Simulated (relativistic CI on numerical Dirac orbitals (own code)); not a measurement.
## Calculated levels, Ho⁵²⁺

Calculated at this level of theory: Dirac-Coulomb-Breit CI, KLI orbitals optimised for each configuration, model QED, unscaled Slater integrals (own radial code, finite nucleus).

Configurations in the expansion (outside the closed core [Ne]): 3s2 3p3, 3s 3p4, 3s2 3p2 3d, 3p5, 3s 3p3 3d, 3p4 3d, 3s 3p2 3d2, 3s2 3p 3d 4p, 3p4 4s, 3s 3p2 3d 4s, 3s2 3p2 4s, 3p4 4p, 3s2 3p2 4p, 3s2 3p2 4d, 3p3 3d 4p, 3s 3p3 4s, 3s2 3p2 4f, 3s 3p3 4p, 3s 3p3 4d, 3s 3p3 4f, 3s2 3p2 5s, 3s2 3p2 5p, 3s2 3p 4s 4p, 3s2 3p2 5d, 3s2 3p2 5f, 3s2 3p2 5g, 3s 3p2 4s2, 3s 3p3 5s, 3s2 3p 3d2, 3s2 3d3, 3s 3p 3d3, 3s2 3d2 4s, 3s2 3d2 4p, 3s2 3d2 4d, 3p3 3d2, 3p2 3d3, 3p2 3d2 4s, 3p2 3d2 4p, 3p2 3d2 4d, 3s2 3p 3d 4s, 3s 3p 3d2 4s, 3s2 3d 4s2, 3s2 3d 4s 4p, 3s2 3d 4s 4d, 3s 3p2 3d 4p, 3s 3p 3d2 4p, 3s 3p 3d 4s 4p, 3s 3p 3d 4p2, 3s 3p 3d 4p 4d, 3p3 3d 4s, 3p2 3d 4s2, 3p2 3d 4s 4p, 3p2 3d 4s 4d, 3s2 3p 4s2, 3s 3p 3d 4s2, 3s2 4s2 4p, 3s2 4s2 4d, 3s2 3p 4p2, 3s2 3d 4p2, 3s2 4s 4p2, 3s2 4p3, 3s2 4p2 4d, 3s 3p2 4s 4p, 3s 3p 4s2 4p, 3s 3p 4s 4p2, 3s 3p 4s 4p 4d. Double excitations out of closed p, d and f shells are left out; levels of such configurations are missing from the list, as are those of other unlisted configurations, and high levels can miss mixing partners. These lack a partner that the ground configuration has and come out too high: 3s2 3p2 4f, 3s 3p3 4d, 3s 3p3 4f, 3s2 3p2 5s, 3s2 3p2 5p.

The lowest level is 3s2 3p3 2P°_3/2, with 47 % of that term; Hund's rules for 3s2 3p3 give 4S° with J = 3/2, of which the calculation keeps J, while another term leads.

```tsv
No.	Configuration	Term	J	E (eV)	%	Landé g	jj configuration (%)
1	3s2 3p3	2P°	3/2	0.000	47	1.354	3p3/2 (99)
2	3p2(1S) 3d	2D	3/2	202.222	39	0.778	3p1/2^2 3d3/2 (99)
3	3s2 3p3	4S°	3/2	208.893	54	1.451	3p1/2 3p3/2^2 (99)
4	3s2 3p3	2D°	5/2	219.622	99	1.189	3p1/2 3p3/2^2 (99)
5	3s2 3p3	2P°	1/2	233.299	99	0.651	3p1/2 3p3/2^2 (99)
6	3p2(1S) 3d	2D	5/2	263.721	31	1.203	3p1/2^2 3d5/2 (96)
7	3s 3p4(3P)	4P	5/2	358.408	66	1.459	3s 3p3/2^2 (90)
8	3s 3p4(3P)	2P	3/2	385.492	32	1.147	3s 3p3/2^2 (69)
9	3s 3p4(1S)	2S	1/2	386.245	53	2.088	3s 3p3/2^2 (84)
10	3p2(3P) 3d	4F	5/2	409.229	46	0.956	3p1/2 3p3/2 3d3/2 (98)
11	3p2(3P) 3d	4F	3/2	411.828	33	0.909	3p1/2 3p3/2 3d3/2 (92)
12	3p2(3P) 3d	4D	1/2	411.830	80	0.207	3p1/2 3p3/2 3d3/2 (99)
13	3p2(1D) 3d	2G	7/2	420.277	49	1.034	3p1/2 3p3/2 3d3/2 (97)
14	3s2 3p3	2P°	3/2	443.809	51	1.299	3p3/2^3 (98)
15	3p2(3P) 3d	2D	5/2	446.829	35	1.179	3p1/2 3p3/2 3d3/2 (89)
16	3p2(1D) 3d	2D	3/2	455.272	26	1.231	3p1/2 3p3/2 3d3/2 (77)
17	3p2(1D) 3d	2P	1/2	455.279	38	1.674	3p1/2 3p3/2 3d3/2 (88)
18	3p2(3P) 3d	4D	7/2	460.281	47	1.304	3p1/2 3p3/2 3d5/2 (99)
19	3p2(3P) 3d	2P	3/2	469.894	44	1.351	3p1/2 3p3/2 3d5/2 (94)
20	3p2(1D) 3d	2G	9/2	472.076	61	1.187	3p1/2 3p3/2 3d5/2 (99)
21	3p2(3P) 3d	2F	5/2	473.577	34	1.129	3p1/2 3p3/2 3d5/2 (94)
22	3p2(1D) 3d	2F	7/2	494.039	57	1.115	3p1/2 3p3/2 3d5/2 (94)
23	3p2(1D) 3d	2D	5/2	494.300	41	1.258	3p1/2 3p3/2 3d5/2 (91)
24	3p2(3P) 3d	2D	3/2	501.846	62	0.929	3p1/2 3p3/2 3d5/2 (96)
25	3p2(3P) 3d	2P	1/2	505.272	54	1.234	3p1/2 3p3/2 3d5/2 (94)
26	3s 3p3(2P°)<3P°> 3d	4D°	5/2	555.825	29	1.274	3s 3p3/2 3d3/2 (94)
27	3s 3p3(4S°)<5S°> 3d	6D°	3/2	557.842	26	1.282	3s 3p3/2 3d3/2 (94)
28	3s 3p3(2P°)<3P°> 3d	4P°	1/2	559.440	44	2.447	3s 3p3/2 3d3/2 (95)
29	3s 3p3(2P°)<3P°> 3d	4F°	7/2	564.569	24	1.274	3s 3p3/2 3d3/2 (89)
30	3s 3p4(3P)	4P	3/2	579.147	65	1.467	3s 3p1/2 3p3/2^3 (85)
31	3s 3p3(2P°)<1P°> 3d	2D°	3/2	581.220	25	0.998	3s 3p3/2 3d3/2 (80)
32	3s 3p3(2P°)<1P°> 3d	2F°	5/2	593.281	28	0.874	3s 3p3/2 3d3/2 (81)
33	3s 3p4(1D)	2D	5/2	594.462	63	1.288	3s 3p1/2 3p3/2^3 (84)
34	3s 3p3(4S°)<3S°> 3d	4D°	1/2	596.867	44	0.560	3s 3p3/2 3d3/2 (87)
35	3s 3p3(2P°)<3P°> 3d	4F°	9/2	607.631	47	1.360	3s 3p3/2 3d5/2 (97)
36	3s 3p4(3P)	2P	1/2	612.860	45	1.361	3s 3p1/2 3p3/2^3 (73)
37	3s 3p4(3P)	2P	3/2	615.060	41	1.133	3s 3p1/2 3p3/2^3 (75)
38	3s 3p3 3d	4D°	5/2	622.185	31	1.383	3s 3p3/2 3d5/2 (94)
39	3p 3d2(3F)	4G°	5/2	623.861	44	0.776	3p1/2 3d3/2^2 (81)
40	3s 3p3(2P°)<3P°> 3d	2F°	7/2	630.202	30	1.251	3s 3p3/2 3d5/2 (85)
41	3s 3p3(2P°)<3P°> 3d	2D°	3/2	631.181	31	1.144	3s 3p3/2 3d5/2 (84)
42	3s 3p3(2P°)<1P°> 3d	2F°	7/2	645.721	25	1.170	3s 3p3/2 3d5/2 (88)
43	3s 3p3(2P°)<3P°> 3d	2P°	1/2	652.754	44	0.615	3s 3p3/2 3d5/2 (93)
44	3s 3p3(2P°)<1P°> 3d	2D°	5/2	657.924	25	1.083	3s 3p3/2 3d5/2 (80)
45	3p2(1D) 3d	2D	5/2	658.141	25	1.173	3p3/2^2 3d3/2 (86)
```

Energies count from the lowest computed level; ° marks odd parity. Percentages are summed over parent terms; the parents shown are those of the largest component, closed shells are left out there, and <> holds an intermediate term. Filled j subshells are mostly left out of the jj labels.

The mean weight of the leading LS term, summed over parents, in these 45 levels is 45 %, and that of the leading jj configuration (from the same eigenvectors) 90 %, so jj coupling describes them better and the LS labels are nominal.

At this charge energies of transitions that change n are usually good to better than 1 %, and those within a shell (Δn = 0) to a few per cent.

LS names give the leading component of a level, which can be under half, so a name can repeat, a term be missing and a line seem to break the LS rules.
